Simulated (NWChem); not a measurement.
C₂H₂F, doublet; SMILES C=[C]F

All runs: NWChem. Spin-unrestricted. In the optimisation the excess spin sits in a' (Cs, its own frame). Geometry: optimised at PBE0/def2-SVP, spin-unrestricted. No stability test was run on the SCF state. Level TPSS/def2-SVP: single points from the atomic guess with DIIS by default; each run changes one setting, and all converged runs end within 0.3 mHa of each other.

**Question.** Which setting needs the most SCF iterations, or fails (defaults; level shift of 0.5 Ha throughout; occupation smearing of 0.005 Ha; no level shifting; DIIS on 3 Fock matrices)?

**Answer.** level shift of 0.5 Ha throughout, with 17 against 11 for the defaults.
```tsv
setting	SCF iterations
defaults	11
occupation smearing of 0.005 Ha	11
DIIS on 3 Fock matrices	13
no level shifting	11
level shift of 0.5 Ha throughout	17
```
